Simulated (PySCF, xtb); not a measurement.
Si(H)(F)(vinyl)(OH) (C₂H₅FOSi), SMILES C=C[SiH](O)F.

GFN2-xTB run with xtb 6.7.1 at its own geometry gives an orbital gap of 4.50 eV and a dipole moment of 1.90 D.

Coordinates come from a PBE0-D3(BJ)/def2-SVP optimisation. This is a generated structure with no PubChem entry under its InChIKey; it may be hypothetical. Other conformers were not sampled.

Problem. What does PySCF with PBE/def2-TZVP give? (Estimate from the structure and the level; the computed values follow.)

Solution. gap 5.31 eV (levels -7.20 and -1.89 eV), dipole 2.22 D.
